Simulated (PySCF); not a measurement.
Input file for PySCF: D3(BJ) and D4 dispersion corrections on CH2O (SMILES C=O).

```python
from pyscf import gto
from pyscf.dispersion import dftd3, dftd4

mol = gto.M(
    atom='''
    O     0.00000030    0.00000000    1.19296326
    C    -0.00000093    0.00000000   -0.00589328
    H     0.00000031    0.93875301   -0.59353499
    H     0.00000031   -0.93875301   -0.59353499
    ''',
    basis='def2-svp',
    charge=0, spin=0, verbose=0, max_memory=1800)
d3, d4 = {}, {}
for xc in ['hf', 'pbe', 'blyp', 'revpbe', 'tpss', 'r2scan', 'b3lyp', 'pbe0', 'bhlyp', 'camb3lyp', 'b2plyp']:
    d3[xc] = float(dftd3.DFTD3Dispersion(mol, xc=xc, version='d3bj', atm=False).get_dispersion()['energy'])
    print(f'D3(BJ) {xc:10s} {d3[xc]:14.8f} Eh')
for xc in ['hf', 'pbe', 'blyp', 'revpbe', 'tpss', 'r2scan', 'b3lyp', 'pbe0', 'bhlyp', 'camb3lyp', 'b2plyp']:
    d4[xc] = float(dftd4.DFTD4Dispersion(mol, xc={'camb3lyp': 'cam-b3lyp'}.get(xc, xc), atm=True).get_dispersion()['energy'])
    print(f'D4     {xc:10s} {d4[xc]:14.8f} Eh')
```

The log:

```
D3(BJ) hf            -0.01255084 Eh
D3(BJ) pbe           -0.00109323 Eh
D3(BJ) blyp          -0.00228358 Eh
D3(BJ) revpbe        -0.00310892 Eh
D3(BJ) tpss          -0.00131480 Eh
D3(BJ) r2scan        -0.00026163 Eh
D3(BJ) b3lyp         -0.00183497 Eh
D3(BJ) pbe0          -0.00087246 Eh
D3(BJ) bhlyp         -0.00136178 Eh
D3(BJ) camb3lyp      -0.00070727 Eh
D3(BJ) b2plyp        -0.00078284 Eh
D4     hf            -0.00414558 Eh
D4     pbe           -0.00089253 Eh
D4     blyp          -0.00212822 Eh
D4     revpbe        -0.00380092 Eh
D4     tpss          -0.00121755 Eh
D4     r2scan        -0.00020573 Eh
D4     b3lyp         -0.00143632 Eh
D4     pbe0          -0.00072103 Eh
D4     bhlyp         -0.00091526 Eh
D4     camb3lyp      -0.00070108 Eh
D4     b2plyp        -0.00061119 Eh
```

The run finished.

Cost: around 0.04 core-seconds (rough).
